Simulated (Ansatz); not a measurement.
C2H8OSi2 can be A, `O/C=C/[SiH2][SiH3]`, or B, `[SiH3]C[SiH]1CO1`.

Program: Ansatz. Geometries: PBE0-D4/def2-TZVP. ΔE: electronic, gas phase. CCSD(T)/CBS is the MP2 limit (def2-TZVPP, def2-QZVPP) plus CCSD(T) − MP2 in def2-TZVPP, frozen cores. DFT in def2-TZVPP. B3LYP here is the variant with VWN-RPA as its local correlation; programs differ in this. One conformer a species, not always the lowest.

A:

```xyz
13

O    -0.1064   -1.7530    2.6774
C    -0.0390   -1.4804    1.3555
C    -0.6364   -0.4239    0.8080
Si   -0.4941   -0.0513   -0.9933
Si    0.5928    1.9922   -1.3582
H     0.3790   -2.5584    2.8701
H     0.5398   -2.1854    0.7603
H    -1.1956    0.2346    1.4691
H     0.2855   -1.1458   -1.6412
H    -1.8328    0.0131   -1.6477
H    -0.1129    3.0885   -0.6377
H     1.9930    1.9336   -0.8553
H     0.6271    2.3361   -2.8070
```

B:

Z-matrix (Å, degrees):
```
Si
C 1 1.878
H 1 1.486 2 109.8
H 1 1.488 2 110.1 3 119.5
H 1 1.486 2 110.7 3 -120.5
Si 2 1.850 1 113.6 3 -68.0
H 2 1.094 1 109.0 3 53.2
H 2 1.095 1 108.8 3 170.5
O 6 1.660 2 119.0 1 144.2
C 6 1.804 2 123.4 1 84.6
H 6 1.481 2 112.6 1 -75.0
H 10 1.089 6 121.9 2 2.9
H 10 1.088 6 122.6 2 -158.9
```

(1) Which isomer does CCSD(T)/CBS put lower? Give the gap. (Best estimate.)

(2) Give E(B) − E(A) in kcal/mol with MP2/def2-TZVPP, ωB97M-V, B2PLYP, HF/def2-TZVPP, B3LYP-D4, CCSD/def2-TZVPP, r2SCAN-D4. (Estimate.)

Largest T1 diagnostic: 0.013.

Results:

(1) The calculation gave: B, by 14.8 kcal/mol.

(2) The calculation gave: MP2/def2-TZVPP -18.0, ωB97M-V -16.3, B2PLYP -13.8, HF/def2-TZVPP -9.7, B3LYP-D4 -11.8, CCSD/def2-TZVPP -14.2, r2SCAN-D4 -14.6. None reverses the order clearly.

From PBE to PBE0 (25 % exact exchange), in def2-TZVPP and without D4, E(B) − E(A) moves by −1.4 kcal/mol. In def2-TZVPP, CCSD(T) changes the Hartree–Fock value by −4.5 kcal/mol (the triples alone add −0.0 kcal/mol) and MP2 by −8.3 kcal/mol.
